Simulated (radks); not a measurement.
All-electron atom: Ne2+ in [He] 2s2 2p4. Calculated with a radial shooting solver on a logarithmic mesh with Libxc functionals: scalar-relativistic Kohn-Sham, Slater X-alpha with alpha = 0.667, spin-unpolarised, spherical densities, finite nucleus; Fermi nuclear charge, rms radius 3.0055 fm.

Unscreened Slater integrals over Kohn-Sham orbitals (cm^-1).

integral,value
"F0(2p,2p)",248380
"F2(2p,2p)",113030
"F0(2p,2s)",242180
"G1(2p,2s)",145880
"F0(2p,1s)",353240
"G1(2p,1s)",43808
"F0(2s,2s)",238670
"F0(2s,1s)",338380
"G0(2s,1s)",26261
"F0(1s,1s)",1303400

Derived for the open shells (J is the average intra-shell exchange parameter used in DFT+U). 2p: J = F2/5 = 22610 cm^-1; in LS coupling 1D lies 6 F2/25 = 27130 cm^-1 above 3P.
